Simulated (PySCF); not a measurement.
## Computed properties of C₃H₉NSe, SMILES CC(C)[Se]N

C3H9NSe, SMILES CC(C)[Se]N. Coordinates come from a ωB97X-D3(BJ)/def2-SVP optimisation. The values are those of a single conformer. All values are computed for the isolated molecule unless a solvent is named; none is compared with measurement here.

**Structure.** All 36 harmonic modes at ωB97X-D3(BJ)/def2-SVP (PySCF) are real, so it is a minimum. With heavy atoms numbered as in [Se:1]([CH:2]([CH3:3])[CH3:4])[NH2:12], the shortest bond between them is C2–C4 at 1.523 Å and the longest Se1–C2 at 1.965 Å.

**Vibrations.** The strongest infrared lines (harmonic, unscaled, degenerate partners summed) lie at 583 cm⁻¹ (150 km/mol, N 42 %, H 39 %, C 14 %), 591 cm⁻¹ (56 km/mol, C 45 %, H 30 %, N 14 %, Se 12 %), 764 cm⁻¹ (33 km/mol, H 48 %, N 40 %, Se 12 %). The softest mode is at 62 cm⁻¹ and the zero-point energy is 76.2 kcal/mol.

**Electronic structure.** r2SCAN/def2-TZVP (PySCF) places the frontier levels at -5.27 and -0.57 eV, a gap of 4.70 eV, and gives a dipole moment of 2.53 D and a mean polarisability of 72.8 bohr³.

**Excitations.** TDDFT-PBE0/def2-SVPD (PySCF) has S1 at 4.63 eV (268 nm, f = 0.001, dark); the most intense of the 10 singlets computed lies at 7.29 eV (f = 0.06). T1 (TDA) is at 4.01 eV. No vertical singlet excitation falls in the visible range (under 3.1 eV).

**NMR.** GIAO shifts at PBE0/pcSseg-1 (PySCF) (non-relativistic, atoms alike by connectivity averaged): ¹³C from 23.0 to 45.1 ppm against TMS; ¹H from 1.5 to 3.0 ppm against TMS.
